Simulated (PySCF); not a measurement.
BCl2, doublet, geometry from GFN2-xTB. Base run: PBE/STO-3G (PySCF).

Geometry (Å):
```xyz
3

Cl    -1.4818    -0.1355    -0.0269
B     -0.0148     0.7139     0.0033
Cl     1.4862    -0.0744     0.0259
```
Charge 0, spin multiplicity 2.
Orbitals are unrestricted.
All else is at PySCF's defaults.
Base energy -934.44902 Eh.

The base run was repeated with changes; each row names its change, and settings that it needs were set with it.

```csv
change,ΔE vs base (µEh),SCF cycles,<S^2>
base,0.0,7,0.754
diis_space = 4,0.0,7,0.754
damp = 0.5; diis_start_cycle = 5,0.0,9,0.754
level_shift = 1.0 (with mf.max_cycle = 100),0.0,33,0.754
diis_space = 2,0.0,9,0.754
conv_tol = 1e-12,0.0,12,0.754
init_guess = atom,0.0,7,0.754
level_shift = 0.3 (with mf.max_cycle = 100),0.0,14,0.754
conv_tol = 1e-4,1.3,4,0.753
diis = off; damp = 0.3 (with mf.diis_start_cycle = 200; with mf.max_cycle = 150),0.0,38,0.754
solver = newton,0.0,-,0.754
conv_tol = 1e-6,0.0,6,0.754
diis_space = 20,0.0,7,0.754
```

Open shells are given as the SCF converged; they aren't shown to be the lowest states, and a large step between rows can be another state.
